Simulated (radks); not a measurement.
The numbers below are computed, except where a source is named.
Q: The mean radii <r> (bohr) of the occupied orbitals of an atom or ion are listed with their occupations. Level of theory: scalar-relativistic Kohn-Sham, PBE, spin-polarised, spherical densities, finite nucleus; Fermi nuclear charge, rms radius of each element as measured or else 0.836 A^(1/3) + 0.57 fm (a radial shooting solver on a logarithmic mesh with Libxc functionals).

| orbital | occ. | <r> |
|---|---|---|
| 1s down | 1 | 0.02363 |
| 1s up | 1 | 0.02363 |
| 2s up | 1 | 0.1010 |
| 2s down | 1 | 0.1010 |
| 2p up | 3 | 0.08880 |
| 2p down | 3 | 0.08880 |
| 3s up | 1 | 0.2664 |
| 3s down | 1 | 0.2663 |
| 3p up | 3 | 0.2646 |
| 3p down | 3 | 0.2644 |
| 3d up | 5 | 0.2418 |
| 3d down | 5 | 0.2416 |
| 4s up | 1 | 0.6075 |
| 4s down | 1 | 0.6072 |
| 4p up | 3 | 0.6433 |
| 4p down | 3 | 0.6430 |
| 4d up | 5 | 0.7071 |
| 4d down | 5 | 0.7071 |
| 5s up | 1 | 1.473 |
| 5s down | 1 | 1.485 |
| 5p up | 3 | 1.731 |
| 5p down | 3 | 1.750 |
| 4f up | 4 | 1.110 |
| 5d up | 1 | 2.973 |

Name the element and its charge. Open shells, if any, are filled with parallel spins first.

A: Z = 60, neodymium, charge +1: Nd+ in [Xe] 4f4 5d1. The 1s radius gives Z: for a bare nucleus <r> = (2 gamma + 1)/(2Z) with gamma = sqrt(1 - (Z/c)^2), 0.02332 bohr for Z = 60, and screening makes it slightly larger (0.02363 here). The occupations add up to 59, and the charge is Z minus that.
